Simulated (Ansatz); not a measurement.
Start from `O[SiH2][SiH2]CF` and change one atom or group to get `FC[SiH2][SnH3]`.

Ansatz, PBE0-D4/def2-TZVP geometries, multiplicity 1. Each molecule was computed in one conformer, which needn't be the lowest.

Elements past krypton have def2 core potentials.

| property | `O[SiH2][SiH2]CF` |
| --- | --- |
| LUMO energy (ωB97M-V/def2-TZVPP) / eV | 1.00 |
| size of the dipole moment (ωB97M-V/def2-TZVPP) / D | 1.38 |
| HOMO energy (PBE0/def2-TZVPP) / eV | -7.77 |
| HOMO energy (PBE/def2-TZVPP) / eV | -6.51 |
| size of the dipole moment (B3LYP/def2-TZVPP) / D | 1.38 |
| HOMO–LUMO gap (ωB97M-V/def2-TZVPP) / eV | 10.86 |

(1) What does the change do to each property? (Best estimate.)

## Answers

(1) Ansatz gave: 
```tsv
property	`FC[SiH2][SnH3]`	shift
LUMO energy (ωB97M-V/def2-TZVPP) / eV	1.37	0.37
size of the dipole moment (ωB97M-V/def2-TZVPP) / D	1.62	0.24
HOMO energy (PBE0/def2-TZVPP) / eV	-7.93	-0.16
HOMO energy (PBE/def2-TZVPP) / eV	-6.84	-0.33
size of the dipole moment (B3LYP/def2-TZVPP) / D	1.64	0.26
HOMO–LUMO gap (ωB97M-V/def2-TZVPP) / eV	11.31	0.45
```

With PBE0 the HOMO falls by 0.16 eV and the LUMO rises by 0.50 eV, so the gap widens by about 0.66 eV. PBE moves the HOMO by -0.33 eV and ωB97M-V by -0.09 eV. Dipoles are sizes alone; their direction can turn.

B3LYP here is the variant with VWN-RPA as its local correlation; programs differ in this.
